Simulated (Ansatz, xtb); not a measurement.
Relative energy of two isomers of CH6SeSn

Structure a: `C[Se][SnH3]`, a singlet. Structure b: `[SeH][CH2][SnH3]`, a singlet. Both are isolated molecules in the gas phase, relaxed with PBE0-D4/def2-SVP; the shapes shown needn't be the lowest conformers.

a (Å):

```xyz
9

C    -0.9350    0.5896    1.4545
Se    0.3167   -0.8572    1.0338
Sn    1.9104    0.5090   -0.3912
H    -0.4383    1.3936    2.0132
H    -1.3996    0.9892    0.5435
H    -1.7154    0.1459    2.0870
H     2.5626    1.7895    0.5463
H     1.0601    1.1652   -1.7293
H     3.1395   -0.5608   -0.9088
```

b (Å):

```yaml
atoms:
  - { symbol: C, position_ang: [0.0002, -0.0637, 1.1618] }
  - { symbol: Se, position_ang: [-1.0762, 1.3725, 1.9313] }
  - { symbol: Sn, position_ang: [1.1874, 0.5853, -0.5243] }
  - { symbol: H, position_ang: [0.0467, 2.2998, 2.1483] }
  - { symbol: H, position_ang: [-0.7281, -0.8112, 0.8137] }
  - { symbol: H, position_ang: [0.6194, -0.5348, 1.9377] }
  - { symbol: H, position_ang: [2.1038, 1.9444, -0.0211] }
  - { symbol: H, position_ang: [0.1389, 1.0246, -1.8026] }
  - { symbol: H, position_ang: [2.2464, -0.6682, -1.0342] }
```

Quicker runs give these differences E(b) − E(a): GFN2-xTB +30.5 kcal/mol; HF/STO-3G +30.3 kcal/mol (at GFN2-xTB geometries); r2SCAN-D4/def2-SVP +24.0 kcal/mol (at GFN2-xTB geometries).

Problem. Estimate E(b) − E(a) at the level CCSD(T)/def2-SVP + ΔMP2/def2-TZVPP.

Solution. Calculated at CCSD(T)/def2-SVP + ΔMP2/def2-TZVPP: E(b) − E(a) = +20.7 kcal/mol, so structure a lies lower.

Level by level:

```csv
level,geometry,E(b) − E(a) (kcal/mol),departure from the last row (kcal/mol),"job, with rough time for the two"
GFN2-xTB,GFN2-xTB,+30.5,+9.9,"optimisation, 0.11 s"
HF/STO-3G,GFN2-xTB,+30.3,+9.6,"single point, 1.1 s"
r2SCAN-D4/def2-SVP,GFN2-xTB,+24.0,+3.4,"single point, 4.5 s"
PBE0-D4/def2-SVP,PBE0-D4/def2-SVP,+23.2,+2.6,"optimisation, 51 s"
HF/def2-SVP,PBE0-D4/def2-SVP,+25.2,+4.5,part of the CCSD(T) run
MP2/def2-SVP,PBE0-D4/def2-SVP,+22.6,+1.9,part of the CCSD(T) run
CCSD(T)/def2-SVP,PBE0-D4/def2-SVP,+22.1,+1.4,single point
CCSD(T)/def2-SVP + ΔMP2/def2-TZVPP,PBE0-D4/def2-SVP,+20.7,,"single point, 38 s"
```

As drawn, b has 1 C–Sn, 1 Se–H in place of 1 Se–Sn, 1 C–H.

None of the levels shown reverses the order. The largest departure from CCSD(T)/def2-SVP + ΔMP2/def2-TZVPP is that of GFN2-xTB, 9.9 kcal/mol. The last row adds to CCSD(T) the change of the MP2 difference between the two basis sets, here −1.4 kcal/mol.

With harmonic frequencies from PBE0-D4/def2-SVP (ideal gas, rigid rotor, one conformer each, 298.15 K, 1 atm): on the last row, ΔE + ΔZPE = +18.7, ΔH = +18.6, ΔG = +19.1 kcal/mol.

The correlated steps freeze 14 core orbitals; the filled d shell of Se and Sn is correlated, in a basis made for valence electrons. Atoms past krypton carry core potentials in the def2 sets, other sets are all-electron and non-relativistic, and no spin–orbit term is included. Mirror images aren't counted in ΔG. Programs: Ansatz 0.2.0, xtb 6.7.1; the last row on 2 threads of Arm Neoverse V2 on a shared host.
